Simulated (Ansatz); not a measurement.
All values below come from Ansatz (an electronic-structure program) with B3LYP-D3(BJ)/def2-TZVP. No frequencies were computed at this level.

Ansatz 0.2 input:
```yaml
crystal:
  periodic: [false, false, false]
  atoms:
    - { symbol: Cl, position_ang: [-1.692839, 1.09017, -0.033795] }
    - { symbol: Ge, position_ang: [-0.000679, -0.148621, 0.004607] }
    - { symbol: Cl, position_ang: [1.705384, 1.071137, -0.025255] }
    - { symbol: H, position_ang: [-0.008919, -0.973446, 1.273417] }
    - { symbol: H, position_ang: [-0.002946, -1.039239, -1.218973] }
basis:
  gaussian: { orbitals: def2-tzvp }
hamiltonian:
  xc: b3lyp
  dispersion: d3bj
relax:
  max_steps: 150
```

Output:

```
Functional definition: B3LYP
1003 factors; their error is unknown
mean field evaluation 1: about -81600.0730 eV, gradient 2.5e1 eV
mean field evaluation 2: about -81599.8998 eV, gradient 3.1e1 eV
mean field evaluation 4: about -81600.8940 eV, gradient 8.9e-1 eV
mean field evaluation 8: about -81601.1656 eV, gradient 1.2e-1 eV
mean field -81601.16564889 eV, -2998.7875263401 hartree, gradient 4.8e-5 eV, S^2 0.000000; 0 other end points of the search recorded, 0 dependent functions left out
reference -81601.16589994 eV, -2998.7875355660 hartree; 34, 34 occupied and 100, 100 virtual orbitals, 1003 factors
relax step   1: F+E_penalty+E_count = -81601.39805752 eV  Δ(F+E_penalty+E_count) = +0.000e0 eV  max|allowed force component| = 1.113e0 eV/Å  Δτ_max = 0.0000 Å  (24 SCF iters, accepted)
these checks for a lower state are left out or cut short: starts, cluster_reference, orbital_swaps, neighbouring_geometries, increment
1003 factors; their error is unknown
mean field evaluation 16: about -81600.9506 eV, gradient 4.5e0 eV
mean field -81601.24955843 eV, -2998.7906099588 hartree, gradient 6.1e-5 eV, S^2 0.000000; 0 other end points of the search recorded, 0 dependent functions left out
reference -81601.24981219 eV, -2998.7906192843 hartree; 34, 34 occupied and 100, 100 virtual orbitals, 1003 factors
relax step   2: F+E_penalty+E_count = -81601.47755934 eV  Δ(F+E_penalty+E_count) = -7.950e-2 eV  max|allowed force component| = 1.156e-1 eV/Å  Δτ_max = 0.0525 Å  (26 SCF iters, accepted)
these checks for a lower state are left out or cut short: starts, cluster_reference, orbital_swaps, neighbouring_geometries, increment
1003 factors; their error is unknown
mean field -81601.24987459 eV, -2998.7906215774 hartree, gradient 5.1e-5 eV, S^2 0.000000; 0 other end points of the search recorded, 0 dependent functions left out
reference -81601.25012832 eV, -2998.7906309020 hartree; 34, 34 occupied and 100, 100 virtual orbitals, 1003 factors
relax step   3: F+E_penalty+E_count = -81601.47790734 eV  Δ(F+E_penalty+E_count) = -3.480e-4 eV  max|allowed force component| = 1.317e-2 eV/Å  Δτ_max = 0.0056 Å  (27 SCF iters, accepted)
these checks for a lower state are left out or cut short: starts, cluster_reference, orbital_swaps, neighbouring_geometries, increment
1003 factors; their error is unknown
mean field -81601.24991622 eV, -2998.7906231074 hartree, gradient 2.3e-5 eV, S^2 0.000000; 0 other end points of the search recorded, 0 dependent functions left out
reference -81601.25016997 eV, -2998.7906324323 hartree; 34, 34 occupied and 100, 100 virtual orbitals, 1003 factors
relax step   4: F+E_penalty+E_count = -81601.47791416 eV  Δ(F+E_penalty+E_count) = -6.815e-6 eV  max|allowed force component| = 5.514e-4 eV/Å  Δτ_max = 0.0009 Å  (19 SCF iters, accepted)
1003 factors; their error is unknown
mean field evaluation 32: about -81600.0659 eV, gradient 2.6e1 eV
mean field -81601.24991622 eV, -2998.7906231074 hartree, gradient 2.3e-5 eV, S^2 0.000000; 1 other end points of the search recorded, 0 dependent functions left out
reference -81601.25016997 eV, -2998.7906324323 hartree; 34, 34 occupied and 100, 100 virtual orbitals, 1003 factors
Total energy: -81601.47816790 eV, -2998.7990112018 hartree
Atom 0 at    -1.742636     1.092795    -0.033499 Å, force     0.000127    -0.000296    -0.000046 eV/Å
Atom 1 at    -0.001087    -0.181147     0.004853 Å, force     0.000164    -0.000551     0.000131 eV/Å
Atom 2 at     1.755013     1.072867    -0.024661 Å, force     0.000230     0.000204    -0.000062 eV/Å
Atom 3 at    -0.008720    -0.957404     1.322585 Å, force    -0.000262     0.000259    -0.000357 eV/Å
Atom 4 at    -0.002570    -1.027109    -1.269276 Å, force    -0.000259     0.000383     0.000334 eV/Å
Dipole moment:    -0.002446    -0.417581     0.011202 e Å
```

Cost: very roughly 24 core-seconds.
